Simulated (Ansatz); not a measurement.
Relaxation of B8Sb8⁺ (charge 1, doublet) with UKS PBE-D4/def2-SVP in Ansatz.

Positions (Å) and forces (eV/Å) at steps 19, 20, 21, 22, 23, 24, 25, 26, 27, 28, 29, 30, 31, 32, 33, 34, 35, 36, 37 of 40:

```xyz
16
step=19 energy=-57697.6722 eV
B    -1.647    1.020    1.326   -0.018   -0.024   -0.023
B     0.188   -2.028   -1.085    0.060    0.325   -0.526
B    -1.439    0.988   -0.490   -0.121    0.165   -0.210
B    -0.771   -0.535   -1.032    0.185   -0.075   -0.333
B    -0.412    0.099    0.575    0.113    0.414    0.163
B    -0.667   -1.703    0.237   -0.032    0.383    0.513
B     1.167    0.774    0.497    0.366   -0.113   -0.040
B     0.115    1.495   -0.872   -0.472   -0.771    0.050
Sb    1.586   -1.852    1.015    0.066   -0.306    0.475
Sb    0.826    0.156   -2.645   -0.160    0.126   -0.054
Sb   -3.606    0.784    0.213    0.062    0.080   -0.030
Sb    0.089    1.938    2.487    0.030   -0.102   -0.057
Sb   -2.243   -1.228    1.868    0.036   -0.135   -0.014
Sb    3.082   -0.018   -0.808    0.054    0.059    0.054
Sb    1.524    3.018    0.255   -0.119    0.061    0.071
Sb    2.207   -2.907   -1.541   -0.050   -0.088   -0.041
16
step=20 energy=-57697.7321 eV
B    -1.647    1.020    1.328   -0.102    0.011    0.093
B     0.208   -1.904   -1.147   -0.140   -0.014   -0.387
B    -1.498    0.997   -0.507    0.124    0.043   -0.010
B    -0.805   -0.512   -1.052    0.296   -0.107   -0.278
B    -0.391    0.159    0.550    0.309    0.168    0.199
B    -0.602   -1.628    0.247    0.269    0.274    0.493
B     1.195    0.863    0.337    1.057   -0.734    1.383
B     0.127    1.306   -0.830   -1.644    0.793   -1.107
Sb    1.625   -1.982    1.118   -0.184   -0.085   -0.405
Sb    0.824    0.157   -2.685    0.059   -0.407    0.313
Sb   -3.618    0.795    0.251   -0.111    0.117   -0.025
Sb    0.116    1.866    2.466    0.061   -0.052   -0.042
Sb   -2.216   -1.243    1.862    0.001   -0.040   -0.172
Sb    3.072   -0.055   -0.682    0.253   -0.176   -0.079
Sb    1.457    3.084    0.264   -0.286    0.265   -0.060
Sb    2.153   -2.922   -1.520    0.038   -0.058    0.084
16
step=21 energy=-57697.8913 eV
B    -1.661    1.033    1.341   -0.234   -0.068    0.074
B     0.218   -1.881   -1.178   -0.143   -0.115   -0.149
B    -1.520    0.999   -0.498   -0.230   -0.060   -0.006
B    -0.775   -0.495   -1.049   -0.125   -0.367    0.449
B    -0.369    0.210    0.569    0.288   -0.005    0.078
B    -0.515   -1.572    0.283   -0.148    0.176   -0.371
B     1.226    0.896    0.365    0.576   -0.089    0.277
B     0.067    1.336   -0.828   -0.180    0.451   -0.515
Sb    1.583   -2.075    1.045    0.573   -0.171    0.285
Sb    0.819    0.037   -2.586    0.563    0.361   -0.760
Sb   -3.652    0.832    0.257    0.315    0.021    0.003
Sb    0.116    1.856    2.459    0.088    0.084    0.218
Sb   -2.192   -1.241    1.804   -0.278   -0.041    0.200
Sb    3.169   -0.145   -0.667   -0.612    0.063    0.293
Sb    1.325    3.185    0.252   -0.198   -0.262   -0.167
Sb    2.160   -2.975   -1.570   -0.255    0.023    0.091
16
step=22 energy=-57698.0100 eV
B    -1.643    1.020    1.363   -0.113   -0.145    0.065
B     0.229   -1.865   -1.213   -0.055   -0.153   -0.131
B    -1.504    1.000   -0.499   -0.378   -0.072    0.082
B    -0.731   -0.475   -1.059   -0.111   -0.080    0.429
B    -0.334    0.233    0.572    0.220   -0.086   -0.042
B    -0.462   -1.543    0.271   -0.178    0.200   -0.088
B     1.244    0.933    0.418   -0.249    0.149   -0.059
B     0.064    1.376   -0.869    0.264    0.117    0.172
Sb    1.639   -2.142    1.071   -0.060   -0.397    0.195
Sb    0.870    0.093   -2.645    0.077    0.004   -0.208
Sb   -3.610    0.836    0.266    0.016    0.032   -0.031
Sb    0.118    1.870    2.505    0.098    0.001   -0.285
Sb   -2.184   -1.268    1.794   -0.049    0.117   -0.028
Sb    3.005   -0.232   -0.616    0.784    0.531    0.084
Sb    1.196    3.218    0.195   -0.063   -0.153   -0.061
Sb    2.102   -3.054   -1.554   -0.205   -0.065   -0.093
16
step=23 energy=-57698.1382 eV
B    -1.641    0.998    1.381    0.074   -0.071    0.001
B     0.169   -1.879   -1.250    0.082    0.044   -0.051
B    -1.524    0.989   -0.482    0.044   -0.098    0.005
B    -0.741   -0.476   -1.047    0.050    0.125    0.057
B    -0.305    0.241    0.570    0.014    0.104    0.006
B    -0.454   -1.531    0.269    0.032   -0.021    0.258
B     1.259    0.984    0.394   -0.127   -0.188    0.003
B     0.058    1.362   -0.872    0.177    0.096    0.078
Sb    1.667   -2.227    1.053   -0.096   -0.117   -0.040
Sb    0.942    0.084   -2.628    0.010   -0.175    0.083
Sb   -3.613    0.839    0.289   -0.086    0.081   -0.045
Sb    0.137    1.888    2.474    0.018    0.000   -0.132
Sb   -2.200   -1.276    1.793    0.138    0.049   -0.069
Sb    3.099   -0.159   -0.478   -0.085    0.083    0.087
Sb    1.136    3.251    0.137   -0.177   -0.063   -0.095
Sb    2.012   -3.086   -1.602   -0.067    0.152   -0.147
16
step=24 energy=-57698.1997 eV
B    -1.634    0.998    1.397    0.060   -0.002   -0.026
B     0.133   -1.872   -1.281   -0.006    0.043    0.019
B    -1.534    0.978   -0.471    0.166   -0.133    0.008
B    -0.729   -0.471   -1.022    0.068    0.055   -0.163
B    -0.275    0.271    0.580   -0.173    0.016    0.030
B    -0.399   -1.506    0.298    0.097   -0.200    0.240
B     1.255    1.049    0.388    0.283   -0.291    0.164
B     0.059    1.339   -0.880    0.244    0.099    0.004
Sb    1.689   -2.418    1.007   -0.102    0.313   -0.076
Sb    1.022    0.023   -2.594   -0.014   -0.053    0.072
Sb   -3.612    0.868    0.305   -0.047    0.086   -0.034
Sb    0.150    1.928    2.448   -0.012    0.102   -0.061
Sb   -2.180   -1.263    1.790    0.179   -0.041   -0.040
Sb    3.118   -0.156   -0.299   -0.394    0.033    0.088
Sb    0.993    3.310    0.051   -0.215   -0.136   -0.073
Sb    1.945   -3.078   -1.718   -0.132    0.111   -0.151
16
step=25 energy=-57698.2771 eV
B    -1.629    1.000    1.401    0.021    0.065   -0.073
B     0.082   -1.890   -1.292   -0.069    0.000    0.113
B    -1.506    0.969   -0.466    0.013   -0.061    0.091
B    -0.715   -0.473   -1.003    0.047    0.124   -0.375
B    -0.265    0.265    0.603   -0.221   -0.086   -0.029
B    -0.390   -1.514    0.317    0.178   -0.122    0.155
B     1.251    1.050    0.454    0.449   -0.106    0.127
B     0.104    1.315   -0.877    0.246   -0.253    0.198
Sb    1.711   -2.456    0.946   -0.056    0.327   -0.105
Sb    1.082   -0.037   -2.574   -0.008    0.076    0.022
Sb   -3.592    0.893    0.288   -0.020    0.060   -0.016
Sb    0.137    1.978    2.445    0.018    0.149   -0.045
Sb   -2.166   -1.250    1.801    0.128   -0.076   -0.055
Sb    3.119   -0.103   -0.211   -0.391   -0.038    0.075
Sb    0.898    3.308   -0.011   -0.225   -0.050   -0.021
Sb    1.877   -3.055   -1.824   -0.110   -0.010   -0.062
16
step=26 energy=-57698.4215 eV
B    -1.618    1.005    1.407    0.024    0.124   -0.108
B     0.003   -1.920   -1.316   -0.063   -0.042    0.276
B    -1.457    0.959   -0.453   -0.136    0.168    0.263
B    -0.687   -0.470   -0.993    0.138    0.263   -0.500
B    -0.246    0.249    0.644   -0.180   -0.303   -0.151
B    -0.361   -1.521    0.333    0.222    0.046   -0.010
B     1.265    1.060    0.586    0.093    0.257   -0.066
B     0.193    1.254   -0.846    0.281   -0.719    0.449
Sb    1.752   -2.473    0.852   -0.110    0.227   -0.137
Sb    1.169   -0.108   -2.557    0.083    0.240    0.063
Sb   -3.559    0.934    0.262   -0.001   -0.045    0.034
Sb    0.108    2.070    2.448    0.073    0.146   -0.033
Sb   -2.138   -1.242    1.792   -0.042   -0.054   -0.033
Sb    3.106   -0.030   -0.103   -0.091   -0.154   -0.087
Sb    0.723    3.312   -0.096   -0.236   -0.037    0.002
Sb    1.748   -3.078   -1.962   -0.057   -0.116    0.039
16
step=27 energy=-57698.5965 eV
B    -1.602    1.015    1.413    0.108    0.172   -0.080
B    -0.048   -1.935   -1.328   -0.018   -0.130    0.363
B    -1.414    0.965   -0.428   -0.044    0.392    0.246
B    -0.659   -0.453   -1.003    0.191    0.379   -0.379
B    -0.232    0.223    0.677   -0.142   -0.422   -0.164
B    -0.349   -1.520    0.334    0.123    0.075   -0.096
B     1.283    1.076    0.683   -0.247    0.341   -0.155
B     0.281    1.164   -0.796    0.167   -0.530    0.450
Sb    1.752   -2.463    0.778   -0.086    0.072   -0.116
Sb    1.262   -0.139   -2.537    0.131    0.309    0.078
Sb   -3.533    0.957    0.254   -0.019   -0.153    0.080
Sb    0.097    2.149    2.451    0.084    0.066   -0.042
Sb   -2.128   -1.239    1.778   -0.155   -0.054   -0.029
Sb    3.100    0.008   -0.057    0.164   -0.169   -0.168
Sb    0.540    3.303   -0.168   -0.225   -0.225   -0.077
Sb    1.649   -3.110   -2.052   -0.031   -0.122    0.089
16
step=28 energy=-57698.8066 eV
B    -1.576    1.034    1.417    0.122    0.104    0.001
B    -0.073   -1.940   -1.314   -0.047   -0.171    0.304
B    -1.371    1.005   -0.399    0.073    0.452    0.084
B    -0.628   -0.419   -1.022    0.101    0.306   -0.160
B    -0.230    0.188    0.700   -0.150   -0.379   -0.091
B    -0.356   -1.513    0.330   -0.054    0.002   -0.089
B     1.290    1.083    0.744   -0.145    0.217   -0.101
B     0.356    1.072   -0.740    0.105   -0.084    0.187
Sb    1.732   -2.438    0.720   -0.008   -0.092   -0.014
Sb    1.356   -0.123   -2.507    0.126    0.118   -0.007
Sb   -3.513    0.948    0.262   -0.027   -0.179    0.065
Sb    0.108    2.207    2.448    0.087    0.011   -0.011
Sb   -2.146   -1.244    1.762   -0.121   -0.022   -0.027
Sb    3.113    0.019   -0.051    0.202    0.016   -0.037
Sb    0.363    3.259   -0.245   -0.221   -0.303   -0.114
Sb    1.577   -3.137   -2.104   -0.045    0.007    0.010
16
step=29 energy=-57698.9701 eV
B    -1.547    1.056    1.421    0.112   -0.009    0.026
B    -0.115   -1.953   -1.287   -0.091   -0.047    0.169
B    -1.326    1.076   -0.380    0.118    0.214   -0.001
B    -0.610   -0.375   -1.042    0.026    0.044    0.044
B    -0.237    0.155    0.709   -0.127   -0.118   -0.119
B    -0.386   -1.510    0.323   -0.018   -0.148   -0.038
B     1.298    1.092    0.783   -0.098    0.014   -0.042
B     0.424    1.007   -0.705    0.231   -0.022    0.021
Sb    1.722   -2.430    0.687   -0.073    0.030   -0.057
Sb    1.445   -0.113   -2.494    0.063    0.025    0.041
Sb   -3.495    0.911    0.270   -0.004   -0.078    0.002
Sb    0.140    2.237    2.452    0.048    0.045   -0.024
Sb   -2.175   -1.251    1.752   -0.013   -0.031    0.021
Sb    3.151    0.045   -0.028    0.019    0.004    0.025
Sb    0.196    3.188   -0.317   -0.167   -0.012   -0.056
Sb    1.514   -3.134   -2.142   -0.025    0.093   -0.014
16
step=30 energy=-57699.0053 eV
B    -1.500    1.062    1.425    0.069   -0.006    0.085
B    -0.191   -1.977   -1.263   -0.052   -0.022   -0.116
B    -1.263    1.142   -0.365   -0.247   -0.424   -0.078
B    -0.592   -0.342   -1.055   -0.156   -0.050    0.257
B    -0.243    0.110    0.709   -0.136    0.231   -0.149
B    -0.431   -1.529    0.315   -0.109   -0.134   -0.003
B     1.296    1.084    0.828    0.058   -0.016    0.024
B     0.513    0.943   -0.672    0.136    0.328   -0.051
Sb    1.673   -2.412    0.643    0.122   -0.130    0.071
Sb    1.545   -0.096   -2.467    0.069    0.098   -0.060
Sb   -3.455    0.852    0.267   -0.023    0.008   -0.022
Sb    0.176    2.304    2.429   -0.080    0.131   -0.017
Sb   -2.183   -1.271    1.779    0.096    0.121   -0.030
Sb    3.172    0.054    0.022    0.023    0.035    0.024
Sb    0.028    3.153   -0.404    0.241   -0.140    0.115
Sb    1.456   -3.077   -2.194   -0.011   -0.028   -0.051
16
step=31 energy=-57699.0472 eV
B    -1.502    1.069    1.426    0.097    0.089    0.021
B    -0.211   -1.990   -1.279   -0.026    0.063    0.135
B    -1.285    1.100   -0.375    0.004   -0.046   -0.069
B    -0.600   -0.363   -1.040    0.012    0.011    0.200
B    -0.247    0.120    0.707   -0.065   -0.131   -0.129
B    -0.421   -1.548    0.319    0.064   -0.057   -0.089
B     1.288    1.097    0.847   -0.120   -0.004   -0.013
B     0.514    0.952   -0.674    0.003   -0.053   -0.043
Sb    1.694   -2.472    0.616   -0.052    0.096   -0.083
Sb    1.584   -0.063   -2.460    0.091   -0.029    0.147
Sb   -3.463    0.847    0.276   -0.061    0.007   -0.010
Sb    0.142    2.378    2.406   -0.036   -0.059    0.033
Sb   -2.146   -1.243    1.802    0.021   -0.022    0.050
Sb    3.168    0.055    0.076    0.002   -0.075   -0.102
Sb    0.062    3.138   -0.404    0.050    0.093   -0.064
Sb    1.423   -3.075   -2.246    0.015    0.115    0.015
16
step=32 energy=-57699.0590 eV
B    -1.503    1.087    1.413    0.056    0.070   -0.002
B    -0.240   -2.003   -1.273    0.059   -0.042    0.153
B    -1.304    1.074   -0.394    0.105    0.172    0.012
B    -0.618   -0.384   -1.026   -0.028    0.030    0.100
B    -0.268    0.109    0.697    0.001   -0.166    0.017
B    -0.437   -1.567    0.324    0.071   -0.042   -0.058
B     1.270    1.077    0.849   -0.077    0.050    0.028
B     0.506    0.931   -0.679   -0.110   -0.014   -0.110
Sb    1.706   -2.436    0.571   -0.073   -0.114    0.042
Sb    1.659   -0.066   -2.408    0.068    0.149   -0.145
Sb   -3.478    0.846    0.286    0.022   -0.026    0.005
Sb    0.131    2.384    2.406    0.040   -0.029   -0.110
Sb   -2.123   -1.214    1.847   -0.020   -0.059    0.006
Sb    3.188    0.073    0.084   -0.006   -0.050    0.104
Sb    0.103    3.120   -0.416   -0.089    0.097   -0.014
Sb    1.409   -3.031   -2.281   -0.018   -0.028   -0.031
16
step=33 energy=-57699.0770 eV
B    -1.485    1.109    1.408   -0.031    0.002   -0.037
B    -0.251   -2.016   -1.246    0.159   -0.133   -0.101
B    -1.314    1.067   -0.402    0.063    0.121    0.086
B    -0.632   -0.397   -1.005   -0.074   -0.103    0.010
B    -0.280    0.096    0.688    0.018    0.003    0.125
B    -0.437   -1.589    0.337   -0.084    0.042    0.038
B     1.245    1.079    0.840    0.080    0.023    0.065
B     0.499    0.919   -0.694   -0.060   -0.057   -0.203
Sb    1.683   -2.513    0.561   -0.106    0.066   -0.091
Sb    1.749    0.010   -2.400   -0.025    0.008   -0.015
Sb   -3.480    0.828    0.308    0.060   -0.017    0.012
Sb    0.134    2.430    2.372    0.039    0.017   -0.103
Sb   -2.090   -1.198    1.893    0.003   -0.010   -0.045
Sb    3.160    0.004    0.127    0.130    0.122    0.187
Sb    0.082    3.121   -0.462   -0.060   -0.051    0.088
Sb    1.416   -2.949   -2.326   -0.112   -0.033   -0.015
16
step=34 energy=-57699.1004 eV
B    -1.470    1.121    1.411   -0.037   -0.034   -0.054
B    -0.276   -2.037   -1.239    0.204   -0.023   -0.150
B    -1.315    1.063   -0.400    0.076    0.045    0.039
B    -0.650   -0.412   -0.993   -0.080   -0.126    0.025
B    -0.286    0.083    0.687    0.091    0.085    0.132
B    -0.452   -1.608    0.341   -0.106    0.061    0.021
B     1.235    1.084    0.839    0.107   -0.040    0.018
B     0.501    0.898   -0.704   -0.079   -0.072   -0.203
Sb    1.670   -2.520    0.510   -0.021    0.044   -0.063
Sb    1.837    0.035   -2.365    0.020   -0.060    0.124
Sb   -3.475    0.813    0.325    0.046   -0.002   -0.015
Sb    0.142    2.477    2.338   -0.003    0.016   -0.008
Sb   -2.074   -1.192    1.918    0.019   -0.022    0.030
Sb    3.191    0.018    0.211   -0.107    0.039    0.011
Sb    0.052    3.104   -0.493   -0.019   -0.002    0.038
Sb    1.370   -2.928   -2.388   -0.112    0.091    0.057
16
step=35 energy=-57699.1138 eV
B    -1.458    1.134    1.415    0.013   -0.032   -0.050
B    -0.258   -2.043   -1.216   -0.066    0.010   -0.306
B    -1.324    1.051   -0.390    0.132   -0.052   -0.036
B    -0.711   -0.449   -0.955   -0.071    0.086    0.036
B    -0.281    0.082    0.694   -0.102   -0.020    0.030
B    -0.503   -1.631    0.347   -0.009    0.104    0.250
B     1.222    1.088    0.808    0.027   -0.052   -0.116
B     0.473    0.857   -0.755    0.029   -0.080   -0.115
Sb    1.634   -2.543    0.429    0.076   -0.009    0.131
Sb    2.015    0.068   -2.281   -0.254    0.015   -0.096
Sb   -3.468    0.786    0.352    0.002   -0.029   -0.011
Sb    0.150    2.530    2.279   -0.014    0.035    0.086
Sb   -2.035   -1.173    1.988    0.027   -0.033    0.043
Sb    3.186    0.010    0.306    0.123   -0.046    0.248
Sb    0.033    3.075   -0.545    0.016    0.101   -0.027
Sb    1.323   -2.844   -2.476    0.071    0.000   -0.068
16
step=36 energy=-57699.1266 eV
B    -1.463    1.124    1.415    0.022    0.025    0.006
B    -0.254   -2.026   -1.239   -0.101    0.040   -0.093
B    -1.317    1.065   -0.389    0.101   -0.043   -0.042
B    -0.699   -0.428   -0.973   -0.084   -0.012    0.080
B    -0.277    0.092    0.692   -0.036   -0.052   -0.013
B    -0.491   -1.612    0.338    0.042    0.020    0.129
B     1.233    1.092    0.804   -0.021   -0.058   -0.033
B     0.474    0.878   -0.749   -0.069   -0.017   -0.005
Sb    1.639   -2.533    0.460    0.012    0.009    0.042
Sb    1.938    0.036   -2.297    0.036    0.038   -0.031
Sb   -3.462    0.773    0.339   -0.033    0.005   -0.014
Sb    0.150    2.508    2.299   -0.025    0.023    0.032
Sb   -2.035   -1.187    1.975    0.030   -0.006   -0.022
Sb    3.188    0.008    0.296    0.068   -0.013    0.023
Sb    0.038    3.095   -0.523    0.009    0.064   -0.016
Sb    1.339   -2.885   -2.447    0.048   -0.022   -0.042
16
step=37 energy=-57699.1105 eV rejected
B    -1.462    1.110    1.433    0.068    0.079   -0.029
B    -0.269   -2.012   -1.259    0.080    0.035    0.088
B    -1.328    1.069   -0.383   -0.112   -0.015    0.077
B    -0.773   -0.449   -0.947   -0.098   -0.070   -0.144
B    -0.283    0.089    0.682    0.114    0.001    0.063
B    -0.496   -1.627    0.342   -0.042    0.101    0.050
B     1.243    1.080    0.711   -0.070   -0.089    0.105
B     0.404    0.863   -0.813    0.193    0.031    0.168
Sb    1.634   -2.519    0.486   -0.030   -0.026   -0.069
Sb    1.996    0.069   -2.259    0.033   -0.055   -0.033
Sb   -3.472    0.798    0.367    0.097   -0.054   -0.067
Sb    0.179    2.484    2.281   -0.041   -0.048   -0.084
Sb   -2.039   -1.200    1.976    0.025    0.046    0.018
Sb    3.236   -0.014    0.338   -0.203    0.117   -0.064
Sb    0.053    3.101   -0.531   -0.004   -0.009    0.013
Sb    1.378   -2.841   -2.425   -0.010   -0.044   -0.093
```

In the def2 sets Sb takes a core potential; there is no spin–orbit coupling. The structure comes from a short search, and lower isomers may exist.
